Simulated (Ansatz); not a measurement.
Total energies of C2H7ClSi2, SMILES `C=C[SiH2][SiH2]Cl`.

Z-matrix (Å, degrees):
```
Si
C 1 1.859
Si 1 2.342 2 109.4
H 1 1.490 2 109.5 3 -120.1
H 1 1.489 2 111.4 3 118.8
C 2 1.330 1 123.3 3 115.6
H 2 1.089 1 118.2 3 -62.8
Cl 3 2.070 1 107.7 2 55.0
H 3 1.486 1 113.1 2 173.6
H 3 1.485 1 112.2 2 -62.9
H 6 1.086 2 122.0 1 -178.6
H 6 1.086 2 121.9 1 1.5
```

Charge 0, multiplicity 1. The geometry is a stationary point of PBE0-D4/def2-TZVP. It is one conformer, not always the lowest. Basis def2-TZVPP, Ansatz.

RPA on PBE orbitals: Hartree–Fock energy of these orbitals -1117.20571 Eh, correlation -1.33798 Eh (frozen core).

| functional | energy without D4 (Eh) | D4 term (kJ/mol) |
| --- | --- | --- |
| LDA (SPW92) | -1115.10976 | – |
| PBE | -1119.08674 | -29.8 |
| revPBE | -1119.46204 | -81.0 |
| BLYP | -1119.63514 | -63.8 |
| r2SCAN | -1119.55817 | -7.5 |
| HSE06 (plane-wave form) | -1119.17000 | -24.2 |
| BHLYP | -1119.64384 | -39.6 |
| ωB97X-V | -1119.51127 | – |
| ωB97M-V | -1119.57702 | – |
| B2PLYP | -1119.24376 | – |

Problem. Give the same for B97M-V, PBE0, B3LYP, r2SCANh, r2SCAN0, CAM-B3LYP, LC-ωPBE, PBE-QIDH. (Best estimate.)

Solution. Computed: 
| functional | energy without D4 (Eh) | D4 term (kJ/mol) |
| --- | --- | --- |
| B97M-V | -1119.43031 | – |
| PBE0 | -1119.19607 | -25.7 |
| B3LYP | -1119.75715 | -48.2 |
| r2SCANh | -1119.55071 | -8.1 |
| r2SCAN0 | -1119.54070 | -9.0 |
| CAM-B3LYP | -1119.66872 | -26.5 |
| LC-ωPBE | -1119.32851 | – |
| PBE-QIDH | -1118.92999 | – |

B3LYP takes the VWN-RPA correlation (the form of Gaussian; ORCA's B3LYP/G). HSE06 is the plane-wave form, built on full-range PBE exchange. The double hybrids freeze the cores in their second-order part.

LC-ωPBE has ω = 0.4 bohr⁻¹.
